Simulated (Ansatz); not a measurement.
The first iterations of a band of AlCl$_{3}$FH (6 atoms, charge 0, multiplicity 1).

Theory: RKS PBE-D4/def2-SVP (Ansatz).

```
movable images  : 5
climbing image  : yes
spring          : 5.0 eV/Å²
optimiser       : quadratic models (default)
start path      : through a guess of the saddle point
force threshold : 0.05 eV/Å
iteration limit : 60
end points      : relaxed
```

Image 0:

```xyz
6
Properties=species:S:1:pos:R:3
Al -0.339 -0.206 -0.406
Cl 1.141 1.367 -0.749
Cl 0.169 -2.121 -1.097
Cl -2.340 0.416 -0.287
H 0.991 0.627 1.103
F 0.379 -0.083 1.436
```

Image 6:

```xyz
6
Properties=species:S:1:pos:R:3
Al -0.457 -0.421 -0.097
Cl 1.221 1.379 -0.539
Cl 0.168 -2.096 -1.193
Cl -2.345 0.445 -0.381
H 1.186 0.938 0.735
F 0.228 -0.245 1.474
```

| iteration | highest image above the first end (eV) | largest band force component (eV/Å) |
| --- | --- | --- |
| 1 | 0.934 | 2.645 |
| 2 | 0.241 | 1.271 |

Does the band converge within its limit, and where does its top end?

It converged. It ended after 5 iterations with the highest image 0.108 eV above the first end. A vibrational analysis at the climbing image gives one clearly imaginary mode, 225i cm⁻¹: a first-order saddle point. The orbitals stay closed-shell, which can raise the energy where a bond breaks towards radicals; this wasn't checked here.

Run time: 29 s on 2 threads of Intel(R) Xeon(R) Platinum 8488C (Sapphire Rapids), with other jobs on the host, peak memory 0.15 GiB.
